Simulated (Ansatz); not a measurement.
Two isomers of CH7BO3Si: A = `BO[Si](C)(O)O`, B = `COB(O)O[SiH3]`.

Gas-phase electronic energies from Ansatz, PBE0-D4/def2-TZVP geometries. CCSD(T)/CBS adds triple-zeta CCSD(T) − MP2 to the extrapolated MP2 energy (def2 sets, frozen cores). Functionals use def2-TZVPP. B3LYP here is the variant with VWN-RPA as its local correlation; programs differ in this. Each species was taken in one conformer, which may not be the lowest.

(1) Which isomer does CCSD(T)/CBS put lower? Give the gap. (Best estimate.)

(2) Give E(B) − E(A) in kJ/mol with CCSD(T)/def2-TZVPP, CCSD/def2-TZVPP, B3LYP, B3LYP-D4, PBE-D4, PBE0-D4, B2PLYP. (An estimate is asked.)

Largest T1 diagnostic: 0.012.

Results:

(1) Ansatz gave: A, by 84.1 kJ/mol.

(2) Computed: CCSD(T)/def2-TZVPP 76.5, CCSD/def2-TZVPP 76.2, B3LYP 68.1, B3LYP-D4 72.6, PBE-D4 67.5, PBE0-D4 71.3, B2PLYP 75.9. None reverses the order clearly.

In def2-TZVPP, CCSD(T) changes the Hartree–Fock value by +10.9 kJ/mol (the triples alone add +0.3 kJ/mol) and MP2 by +22.0 kJ/mol. The D4 term adds +4.6 kJ/mol with B3LYP and +2.4 kJ/mol with PBE0; it sums over pairs of atoms, weighted by their polarisabilities, and B3LYP, whose exchange is more repulsive, gets the larger term.
